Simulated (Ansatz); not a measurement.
System: borinic acid, sum formula H₃BO, net charge 0, singlet state. 
Coordinates optimised at B3LYP-D3(BJ)/def2-TZVP (Ansatz, a program for electronic structure):
```xyz
5

B     -0.7100     0.0755    -0.0345
O      0.6342     0.0146     0.0881
H     -1.3022    -0.7421    -0.6782
H     -1.2599     0.9729     0.5246
H      1.0388    -0.7247    -0.3785
```

Basis-set convergence of Hartree-Fock and CCSD correlation energies (hartree) with Ansatz. Cores are frozen in the correlated levels unless marked. No spin-orbit coupling. No relativistic terms.

| basis | functions | E(HF) | E(corr, CCSD) |
|---|---|---|---|
| def2-SVP | 43 | -101.24964 | -0.30007 |
| def2-TZVPP | 104 | -101.37281 | -0.36736 |
| def2-QZVPP | 204 | -101.37806 | -0.38977 |

Extrapolating the two largest sets (X = 3 and 4) as X^-3: E(corr) = (64·(-0.38977) - 27·(-0.36736))/37 = -0.4061 Eh, an estimate of the basis-set limit. The largest set recovers 96.0 % of it, the smallest 73.9 %.
